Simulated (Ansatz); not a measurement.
`[CH3][SnH]([F])[Br]` + H₂ → `[CH3][SnH2][F]` + HBr at 500 K and 1 bar (hydrogenolysis of the Sn–Br bond).

Calculated with Ansatz (gas phase, PBE0-D4/def2-TZVP geometries, no zero-point term in ΔE). CCSD(T)/CBS adds triple-zeta CCSD(T) − MP2 to the extrapolated MP2 energy (def2 sets, frozen cores). This one scheme is used for every species. Elements past krypton have def2 core potentials. For Br, Sn outer-core shells are correlated without core-valence functions, which leaves a few kJ/mol of doubt a bond. Scalar relativity is left out up to krypton.

| species | CCSD(T)/CBS energy (Eh) | H − E (kJ/mol) | S (J/(mol·K)) |
| --- | --- | --- | --- |
| `[CH3][SnH]([F])[Br]` | -2927.68269 | 163.5 | 425.3 |
| H₂ | -1.17544 | 41.0 | 145.5 |
| `[CH3][SnH2][F]` | -354.90084 | 172.4 | 371.3 |
| HBr | -2573.91920 | 30.5 | 213.7 |

H − E and S are ideal-gas, rigid-rotor, harmonic terms from PBE0-D4/def2-TZVP, for one conformer and one mirror image of each species. The MP2-based limit puts H₂ 0.8 mEh under its directly extrapolated value; such offsets cancel only in part. 1 Eh = 2625.50 kJ/mol, R = 8.31446 J/(mol·K).

Task: By hand: ΔE, ΔH, ΔS and ΔG.

Result: ΔE = (-354.90084) + (-2573.91920) − (-2927.68269) − (-1.17544) = 0.03809 Eh = 100.0 kJ/mol. Δ(H − E) = 172.4 + 30.5 − 163.5 − 41.0 = -1.6, so ΔH = 98.4 kJ/mol. ΔS = 371.3 + 213.7 − 425.3 − 145.5 = 14.2 J/(mol·K). ΔG = 98.4 − 500 × (14.2)/1000 = 91.3 kJ/mol.

Task: By hand: the equilibrium constant, and the temperature at which ΔG would vanish if ΔH and ΔS stayed fixed.

Result: log₁₀ K = −ΔG/(RT ln 10) = -9.5. ΔG = 0 at ΔH/ΔS = 6930 K, far beyond where these terms or the molecules hold.

The number of gas molecules stays the same, so ΔS is small and ΔH decides. A doubt of 5 kJ/mol in ΔE shifts log₁₀ K by 0.5 here. Other conformers and mirror images would add mixing entropy, several J/(mol·K) or more a flexible species. These are equilibria of isolated gas molecules and say nothing of rates. Largest T1 diagnostic: 0.013 (customary marks: 0.02 for closed shells, 0.045 for open ones).
